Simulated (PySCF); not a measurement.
Delta-SCF ions had no search for a lower state. Excitations are Tamm–Dancoff values on a coarser integration grid. The basis has no diffuse functions, so Rydberg states are missing or too high.

Cartesian coordinates (Å):
SMILES: C[SiH2]O
```xyz
9

C      1.1368     0.2444    -0.0457
Si    -0.5319    -0.5212    -0.3631
O     -1.7758     0.4198     0.1799
H      1.2535     1.1875    -0.5861
H      1.9311    -0.4300    -0.3790
H      1.2815     0.4405     1.0193
H     -0.6675    -1.8005     0.3755
H     -0.6756    -0.7783    -1.8259
H     -1.9522     1.2379    -0.2851
```
Charge 0, spin multiplicity 1.

Task: Estimate the S1 oscillator strength, HOMO, vertical ionisation energy (Delta-SCF), total energy and S1 excitation (TDA) that PBE-D3(BJ)/def2-TZVP // PBE0-D4/def2-TZVP (PySCF 2.14.0) returns for this input.

Result: 
```json
{
 "S1 oscillator strength": "0.008",
 "HOMO": "-6.94 eV",
 "vertical ionisation energy (Delta-SCF)": "10.29 eV",
 "total_energy": "-406.2481 Ha",
 "S1 excitation (TDA)": "6.67 eV"
}
```
